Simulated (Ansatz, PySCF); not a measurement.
Ti(F)3(NH2) (F3H2NTi), SMILES [Ti]([F])([F])([F])[NH2], multiplicity 1.

Geometry optimised at PBE-D3(BJ)/def2-SVP. The spin state was assumed, not searched. The structure was generated by enumeration; whether it is a known compound was not checked. One conformer was computed; it need not be the lowest.

Vertical ionisation energy (IE) and electron affinity (EA) in eV. Rows of orbital energies are one-electron estimates. Where ΔSCF, EOM or ADC give a negative EA the extra electron is unbound and the value depends on the basis.

| level | IE | EA |
|---|---|---|
| −ε(HOMO), −ε(LUMO), r2SCAN/def2-TZVP (PySCF) | 7.38 | 3.48 |
| −ε(HOMO), −ε(LUMO), PBE/def2-TZVP (PySCF) | (withheld) | (withheld) |
| ΔSCF, CAM-B3LYP/def2-SVPD (Ansatz), final states of multiplicity 2 and 2 | 10.99 | 0.84 |
| ΔSCF, PBE/def2-SVPD (Ansatz), final states of multiplicity 2 and 2 | 10.75 | 0.05 |

Q: Fill in the missing entries. (The exact figures need the calculation; the answer reports its results.)

A: 
- −ε(HOMO), −ε(LUMO), PBE/def2-TZVP (PySCF), IE: 7.04
- −ε(HOMO), −ε(LUMO), PBE/def2-TZVP (PySCF), EA: 3.52

Q: What vertical singlet–triplet gap does ΔSCF give with CAM-B3LYP/def2-SVPD (Ansatz, a first-principles code) and with PBE/def2-SVPD (Ansatz)? (The exact figures need the calculation; the answer reports its results.)

A: 3.75 and 4.40 eV (triplet above singlet where positive).
